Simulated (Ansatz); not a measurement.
Total energies of the cluster VS2 from Ansatz at CAM-B3LYP-D4/def2-TZVP, gas phase (1 Eh = 27.2114 eV = 2625.5 kJ/mol). The reference geometry is relaxed at PBE0-D4/def2-TZVP.

```xyz
3

V    -0.550    0.347   -0.358
S     0.230    1.005    1.390
S     0.320   -1.352   -1.032
```

```csv
state,geometry,energy (Eh)
charge 0 doublet,reference,-1740.47547
charge 0 quartet,relaxed at PBE0-D4/def2-TZVP,-1740.44555
free V atom (quartet),–,-943.93106
free S atom (triplet),–,-398.12673
```

Q: Which of the charge 0 states is lowest, and how far above it are the others?

A: The doublet. quartet: -1740.44555 − (-1740.47547) = 0.02992 Eh = 78.6 kJ/mol.

Q: What is the binding energy per atom against free atoms?

A: Atoms: 1 × (-943.93106) + 2 × (-398.12673) = -1740.18452 Eh. Binding: -1740.18452 − (-1740.47547) = 0.29095 Eh = 7.92 eV, or 2.64 eV for each of 3 atoms (no zero-point energy, no counterpoise term).

At CAM-B3LYP-D4/def2-TZVP the charge 0 doublet is spin-contaminated (final ⟨S²⟩ up to 0.91, 0.75 for a pure state).

The structure comes from a short search, and lower isomers may exist.
